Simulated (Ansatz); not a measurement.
Born–Oppenheimer molecular dynamics of CH8AlFSi2 (13 atoms, charge 0, multiplicity 1). It starts from a relaxed structure.

Computed with RKS B3LYP-D4/STO-3G in Ansatz.

```yaml
ensemble: NVT, Nosé–Hoover chain
time_step: 0.5 fs
steps_asked: 100
set_temperature: 700 K
thermostat: time constant 100 fs, chain length 3 (defaults)
seed: 999778
```

Frames 0.5 fs apart, positions in Å, forces in eV/Å.

Velocities at 25.0 fs (Å/ps):

```
C 5.65 1.65 -2.75
Si -3.07 1.35 1.31
Al 1.50 -0.77 2.56
F 0.33 3.87 -1.86
Si -3.33 -1.35 0.66
H 42.97 -4.52 18.61
H -19.78 -31.73 -22.22
H -5.22 4.35 -19.19
H -8.32 4.45 12.94
H 3.84 -20.18 -0.48
H 20.21 -22.48 -7.96
H -4.94 -14.71 -16.64
H 36.07 12.66 -20.38
```

```xyz
13
Properties=species:S:1:pos:R:3:forces:R:3 time_fs=25.0 energy_less_start_eV=0.467 T=382
C -0.994 -0.550 1.694 -1.74 -0.90 2.35
Si 0.210 -1.592 0.721 1.18 1.56 -2.02
Al 0.864 -0.312 -1.194 -0.17 -0.35 0.44
F 1.628 -0.958 -2.498 -0.11 -0.12 0.39
Si 0.382 1.924 -1.571 -0.76 0.51 0.70
H -1.836 -0.135 1.085 0.85 0.05 0.40
H -0.546 0.228 2.373 -0.22 -0.37 -1.22
H -1.506 -1.244 2.447 0.47 0.86 -1.00
H -0.345 -2.871 0.349 -0.10 -0.14 0.31
H 1.404 -1.757 1.516 -0.07 -0.38 0.27
H 0.064 2.812 -0.464 0.33 -0.46 0.33
H 1.373 2.723 -2.263 -0.14 -0.23 -0.43
H -0.928 2.002 -2.211 0.47 -0.03 -0.53
13
Properties=species:S:1:pos:R:3:forces:R:3 time_fs=25.5 energy_less_start_eV=0.408 T=424
C -0.991 -0.550 1.693 -1.51 -1.61 2.22
Si 0.209 -1.591 0.722 1.34 1.50 -1.98
Al 0.865 -0.312 -1.193 -0.17 -0.35 0.40
F 1.628 -0.956 -2.499 -0.12 -0.12 0.41
Si 0.380 1.923 -1.570 -0.39 0.29 0.53
H -1.814 -0.138 1.095 0.25 0.34 -0.07
H -0.556 0.211 2.360 0.17 0.20 -0.70
H -1.508 -1.240 2.436 0.43 0.75 -0.88
H -0.350 -2.869 0.355 -0.13 -0.16 0.28
H 1.406 -1.768 1.516 -0.16 -0.34 0.23
H 0.075 2.801 -0.467 0.24 -0.25 0.53
H 1.370 2.715 -2.272 -0.12 -0.22 -0.39
H -0.910 2.008 -2.222 0.17 -0.03 -0.60
13
Properties=species:S:1:pos:R:3:forces:R:3 time_fs=26.0 energy_less_start_eV=0.392 T=436
C -0.989 -0.549 1.692 -1.21 -2.37 1.97
Si 0.208 -1.590 0.722 1.48 1.43 -1.92
Al 0.866 -0.313 -1.191 -0.18 -0.34 0.36
F 1.628 -0.954 -2.500 -0.12 -0.12 0.43
Si 0.378 1.923 -1.570 -0.01 0.07 0.36
H -1.791 -0.139 1.105 -0.43 0.66 -0.60
H -0.566 0.195 2.346 0.61 0.86 -0.08
H -1.509 -1.236 2.423 0.33 0.58 -0.68
H -0.354 -2.868 0.363 -0.15 -0.18 0.25
H 1.408 -1.779 1.516 -0.24 -0.30 0.17
H 0.086 2.788 -0.469 0.14 -0.04 0.74
H 1.367 2.707 -2.281 -0.09 -0.22 -0.33
H -0.891 2.014 -2.234 -0.13 -0.02 -0.67
13
Properties=species:S:1:pos:R:3:forces:R:3 time_fs=26.5 energy_less_start_eV=0.419 T=418
C -0.987 -0.549 1.692 -0.88 -3.07 1.62
Si 0.206 -1.589 0.722 1.60 1.33 -1.86
Al 0.866 -0.313 -1.190 -0.18 -0.34 0.31
F 1.628 -0.952 -2.501 -0.13 -0.13 0.46
Si 0.376 1.922 -1.569 0.35 -0.14 0.19
H -1.768 -0.139 1.113 -1.09 0.98 -1.14
H -0.574 0.182 2.332 1.05 1.53 0.56
H -1.509 -1.229 2.408 0.18 0.34 -0.41
H -0.359 -2.866 0.371 -0.16 -0.19 0.22
H 1.409 -1.791 1.518 -0.32 -0.25 0.12
H 0.097 2.776 -0.470 0.05 0.16 0.92
H 1.364 2.699 -2.292 -0.06 -0.22 -0.27
H -0.872 2.020 -2.248 -0.41 -0.01 -0.73
13
Properties=species:S:1:pos:R:3:forces:R:3 time_fs=27.0 energy_less_start_eV=0.471 T=383
C -0.985 -0.550 1.692 -0.55 -3.58 1.18
Si 0.205 -1.588 0.722 1.71 1.21 -1.80
Al 0.867 -0.314 -1.188 -0.19 -0.33 0.26
F 1.629 -0.950 -2.501 -0.13 -0.13 0.48
Si 0.375 1.921 -1.569 0.65 -0.33 0.03
H -1.749 -0.136 1.118 -1.63 1.25 -1.59
H -0.580 0.172 2.318 1.44 2.11 1.15
H -1.509 -1.222 2.393 -0.03 0.05 -0.07
H -0.364 -2.866 0.380 -0.17 -0.18 0.18
H 1.409 -1.804 1.519 -0.39 -0.20 0.08
H 0.109 2.764 -0.468 -0.03 0.33 1.07
H 1.361 2.689 -2.303 -0.03 -0.21 -0.20
H -0.854 2.026 -2.264 -0.66 0.00 -0.76
13
Properties=species:S:1:pos:R:3:forces:R:3 time_fs=27.5 energy_less_start_eV=0.514 T=355
C -0.983 -0.551 1.692 -0.29 -3.70 0.71
Si 0.204 -1.587 0.722 1.80 1.07 -1.74
Al 0.868 -0.314 -1.187 -0.19 -0.32 0.20
F 1.629 -0.948 -2.502 -0.14 -0.13 0.50
Si 0.373 1.921 -1.569 0.87 -0.49 -0.11
H -1.733 -0.131 1.120 -1.94 1.40 -1.86
H -0.582 0.167 2.308 1.69 2.47 1.54
H -1.509 -1.214 2.377 -0.27 -0.27 0.31
H -0.370 -2.865 0.389 -0.17 -0.16 0.15
H 1.408 -1.817 1.520 -0.44 -0.15 0.03
H 0.120 2.752 -0.464 -0.09 0.46 1.15
H 1.357 2.680 -2.315 0.00 -0.20 -0.13
H -0.838 2.033 -2.281 -0.84 0.01 -0.76
13
Properties=species:S:1:pos:R:3:forces:R:3 time_fs=28.0 energy_less_start_eV=0.516 T=354
C -0.981 -0.554 1.692 -0.11 -3.31 0.28
Si 0.204 -1.585 0.722 1.88 0.90 -1.70
Al 0.868 -0.315 -1.186 -0.20 -0.30 0.15
F 1.629 -0.946 -2.503 -0.14 -0.13 0.52
Si 0.371 1.920 -1.568 1.01 -0.59 -0.23
H -1.722 -0.122 1.117 -1.95 1.38 -1.90
H -0.581 0.167 2.301 1.75 2.50 1.67
H -1.509 -1.208 2.362 -0.54 -0.60 0.70
H -0.376 -2.865 0.398 -0.16 -0.12 0.12
H 1.406 -1.831 1.522 -0.48 -0.10 0.00
H 0.132 2.742 -0.457 -0.14 0.54 1.17
H 1.354 2.669 -2.327 0.04 -0.19 -0.06
H -0.824 2.039 -2.300 -0.95 0.02 -0.72
13
Properties=species:S:1:pos:R:3:forces:R:3 time_fs=28.5 energy_less_start_eV=0.471 T=385
C -0.979 -0.556 1.693 -0.04 -2.43 -0.08
Si 0.203 -1.584 0.722 1.93 0.71 -1.67
Al 0.869 -0.316 -1.184 -0.20 -0.29 0.09
F 1.629 -0.945 -2.503 -0.15 -0.14 0.54
Si 0.370 1.919 -1.568 1.04 -0.63 -0.32
H -1.716 -0.110 1.110 -1.67 1.19 -1.69
H -0.575 0.174 2.299 1.61 2.18 1.51
H -1.511 -1.202 2.349 -0.79 -0.88 1.05
H -0.383 -2.866 0.408 -0.15 -0.07 0.09
H 1.403 -1.844 1.524 -0.50 -0.05 -0.03
H 0.142 2.733 -0.447 -0.17 0.57 1.11
H 1.351 2.659 -2.339 0.08 -0.18 0.02
H -0.812 2.045 -2.321 -0.99 0.02 -0.62
13
Properties=species:S:1:pos:R:3:forces:R:3 time_fs=29.0 energy_less_start_eV=0.397 T=437
C -0.978 -0.560 1.693 -0.07 -1.21 -0.32
Si 0.202 -1.583 0.721 1.96 0.50 -1.64
Al 0.870 -0.316 -1.183 -0.20 -0.27 0.03
F 1.629 -0.943 -2.504 -0.15 -0.14 0.55
Si 0.368 1.919 -1.567 0.98 -0.61 -0.38
H -1.714 -0.095 1.098 -1.17 0.84 -1.29
H -0.565 0.186 2.300 1.28 1.58 1.13
H -1.515 -1.199 2.338 -0.99 -1.07 1.32
H -0.390 -2.866 0.418 -0.13 -0.02 0.05
H 1.399 -1.858 1.525 -0.50 0.00 -0.04
H 0.153 2.725 -0.435 -0.18 0.55 0.97
H 1.348 2.647 -2.351 0.12 -0.16 0.09
H -0.802 2.052 -2.344 -0.94 0.01 -0.48
13
Properties=species:S:1:pos:R:3:forces:R:3 time_fs=29.5 energy_less_start_eV=0.325 T=487
C -0.976 -0.563 1.694 -0.20 0.13 -0.43
Si 0.202 -1.581 0.720 1.97 0.28 -1.63
Al 0.870 -0.317 -1.181 -0.21 -0.26 -0.02
F 1.629 -0.941 -2.504 -0.15 -0.15 0.57
Si 0.367 1.918 -1.567 0.84 -0.54 -0.42
H -1.714 -0.078 1.084 -0.58 0.42 -0.77
H -0.552 0.202 2.303 0.86 0.82 0.64
H -1.521 -1.199 2.330 -1.08 -1.12 1.45
H -0.397 -2.867 0.428 -0.10 0.04 0.02
H 1.393 -1.872 1.527 -0.48 0.04 -0.05
H 0.163 2.719 -0.420 -0.19 0.48 0.76
H 1.345 2.636 -2.363 0.16 -0.14 0.17
H -0.795 2.058 -2.368 -0.83 -0.01 -0.28
13
Properties=species:S:1:pos:R:3:forces:R:3 time_fs=30.0 energy_less_start_eV=0.284 T=516
C -0.974 -0.567 1.694 -0.42 1.36 -0.39
Si 0.202 -1.580 0.720 1.95 0.06 -1.62
Al 0.871 -0.317 -1.180 -0.21 -0.24 -0.08
F 1.629 -0.939 -2.504 -0.15 -0.15 0.58
Si 0.366 1.917 -1.567 0.65 -0.43 -0.44
H -1.716 -0.059 1.067 0.00 -0.03 -0.24
H -0.537 0.220 2.308 0.41 0.04 0.14
H -1.529 -1.201 2.326 -1.05 -1.02 1.43
H -0.405 -2.867 0.438 -0.08 0.10 -0.02
H 1.387 -1.886 1.528 -0.44 0.08 -0.05
H 0.173 2.714 -0.404 -0.18 0.38 0.50
H 1.342 2.624 -2.374 0.20 -0.12 0.24
H -0.790 2.064 -2.392 -0.67 -0.03 -0.06
13
Properties=species:S:1:pos:R:3:forces:R:3 time_fs=30.5 energy_less_start_eV=0.286 T=515
C -0.973 -0.570 1.694 -0.71 2.34 -0.23
Si 0.202 -1.578 0.719 1.90 -0.16 -1.61
Al 0.871 -0.318 -1.178 -0.21 -0.22 -0.14
F 1.629 -0.937 -2.505 -0.15 -0.16 0.60
Si 0.365 1.916 -1.566 0.43 -0.30 -0.45
H -1.718 -0.042 1.051 0.50 -0.45 0.26
H -0.521 0.238 2.314 -0.02 -0.67 -0.29
H -1.541 -1.205 2.326 -0.88 -0.76 1.25
H -0.412 -2.867 0.448 -0.05 0.16 -0.06
H 1.379 -1.900 1.529 -0.39 0.11 -0.03
H 0.182 2.710 -0.386 -0.17 0.26 0.21
H 1.340 2.612 -2.385 0.23 -0.10 0.30
H -0.786 2.071 -2.416 -0.49 -0.06 0.19
```

Of the whole run (50 fs, mean temperature of the second half 365 K): The conserved energy stayed within 0.62 meV per atom of its start (net change 0.24 meV per atom), so the integration is sound. The mean temperature of the second half is 48 % below the set value. A run of 0.05 ps of so small a system gives no equilibrium averages. Limits of this set-up: minimal basis.

The run took 3.5 min on 1 CPU thread of a shared host.
